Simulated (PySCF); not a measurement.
**Eu²⁺ (europium, charge +2) across methods**

[Xe] 4f7, high-spin 8S determinant. Computed with PySCF 2.14 in x2c-TZVPPall (11s7p7d4f2g, 113 functions), with the spin-free X2C one-electron Hamiltonian (Gaussian nucleus).

```
method   E (hartree)  mean ε 5p α (eV)  mean ε 5p β (eV)  mean ε 4f α (eV)  Σ⟨r²⟩ (bohr²)    ⟨S²⟩
   LDA     -10834.80           -38.217           -35.939           -17.783          39.78  15.754
   PBE     -10842.72           -38.029           -35.655           -17.520          39.80  15.755
  PBE0     -10842.67           -39.866           -37.299           -20.186          39.64  15.755
   UHF  -10839.05593           -44.317           -40.832           -27.643          39.52  15.760
```

Task: Estimate the same row for r2SCAN.

Result: E (hartree) = -10843.04; mean ε 5p α (eV) = -38.853; mean ε 5p β (eV) = -36.122; mean ε 4f α (eV) = -17.656; Σ⟨r²⟩ (bohr²) = 39.65; ⟨S²⟩ = 15.759.

Spin-orbit coupling, which splits the p, d and f shells strongly at this Z, is absent.
